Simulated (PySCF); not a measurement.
Isomers of C7H8FNSi, from PySCF, PBE0-D3(BJ)/def2-SVP geometry optimisation, gas phase. One conformer each, no zero-point energy, no frequencies.

Problem. Which isomer lies lowest at this level?
A. `[F:1][c:2]1[cH:3][cH:4][cH:5][c:6](/[CH:7]=[N:8]/[SiH3:9])[cH:10]1` with C5–C6–C7–N8 0°: A = 3351, B = 476.1, C = 418.9 MHz, dipole 0.39 D
B. `[F:1][c:2]1[cH:3][cH:4][cH:5][c:6](/[CH:7]=[N:8]\[SiH3:9])[cH:10]1` with C5–C6–C7–N8 -167°: A = 1952, B = 720.8, C = 533.2 MHz, dipole 2.53 D
C. `c1cn([SiH3])c(C#CC)c1F`: A = 1293, B = 961.2, C = 557.0 MHz, dipole 2.61 D

Solution. A. That is `Fc1cccc(/C=N/[SiH3])c1`, 4.4 kcal/mol below the next.

```
                SMILES                                                       mapped SMILES      E (Eh)  relative (kcal/mol)  relative (kJ/mol)  dipole (D)
Fc1cccc(/C=N/[SiH3])c1  [F:1][c:2]1[cH:3][cH:4][cH:5][c:6](/[CH:7]=[N:8]/[SiH3:9])[cH:10]1  -714.65088                  0.0                0.0        0.39
Fc1cccc(/C=N\[SiH3])c1  [F:1][c:2]1[cH:3][cH:4][cH:5][c:6](/[CH:7]=[N:8]\[SiH3:9])[cH:10]1  -714.64386                  4.4               18.4        2.53
  CC#Cc1c(F)ccn1[SiH3]     [CH3:1][C:2]#[C:3][c:4]1[c:5]([F:6])[cH:7][cH:8][n:9]1[SiH3:10]  -714.59775                 33.3              139.5        2.61
```

As drawn, the lowest has a C=N bond, which the highest lacks; the highest has a C≡C bond, which the lowest lacks.
